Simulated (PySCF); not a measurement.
Species: ZrHCl3 (singlet state).
Bonds: Zr1–Cl3, Zr1–Cl4, Zr1–Cl5. Hydrogens: H2 on Zr1.

Theory: PBE0-D3(BJ)/def2-SVP geometry optimisation, gas phase, def2 core potentials past Kr in PySCF 2.14.0.

Problem. How far are the bound atoms from Zr1?

Solution. 4 atoms: H2 1.820 Å, Cl4 2.318 Å, Cl3 2.319 Å, Cl5 2.319 Å.

Problem. List the angles at Zr1.

Solution. 
```csv
angle,degrees,distance of the outer atoms (Å)
Cl3–Zr1–Cl5,114.4,3.90
Cl3–Zr1–Cl4,114.2,3.89
Cl4–Zr1–Cl5,113.5,3.88
H2–Zr1–Cl5,104.8,3.29
H2–Zr1–Cl4,104.2,3.28
H2–Zr1–Cl3,104.1,3.28
```

Problem. What is the shape at Zr1?

Solution. Distorted tetrahedral: angles from 104.1° to 114.4°; τ4 = (360° − α − β)/141° = 0.93 with α and β the two widest (0 for a square, 1 for a tetrahedron). Differences among atoms that C3v makes equivalent are scatter left by the optimiser.

Point group: C3v (tolerance 0.08 Å). Charge 0, singlet. No frequency check.

Time: 52 s; peak memory 0.35 GiB. Hardware: one thread of an Arm Neoverse V2, shared host with 96 logical CPUs at a one-minute load of 23. That covers the optimisation of the geometry.
